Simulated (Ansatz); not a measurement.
Basis-set series for `N[SiH2]N[SiH2]N`. Charge 0, multiplicity 1. All single points use the PBE0-D4/def2-TZVP geometry. It is one conformer, not always the lowest.

```
functional       basis  functions  energy (Eh)  HOMO (eV)  LUMO (eV)
   PBE0-D4    def2-SVP        123   -748.01591      -7.00       1.56
   PBE0-D4  def2-QZVPP        581   -748.46857      -7.31       0.34
   ωB97M-V    def2-SVP        123   -748.32486      -9.34       3.24
   ωB97M-V  def2-QZVPP        581   -748.78435      -9.66       1.51
```

(1) Give the rows for def2-TZVPP. (An estimate is asked.)

Answers

(1) Ansatz gave: 
```json
{"functional": "PBE0-D4", "basis": "def2-TZVPP", "functions": "303", "energy (Eh)": "-748.43703", "HOMO (eV)": "-7.26", "LUMO (eV)": "0.68"}
{"functional": "ωB97M-V", "basis": "def2-TZVPP", "functions": "303", "energy (Eh)": "-748.75507", "HOMO (eV)": "-9.61", "LUMO (eV)": "2.07"}
```

Positive LUMOs are unbound and depend on the basis.
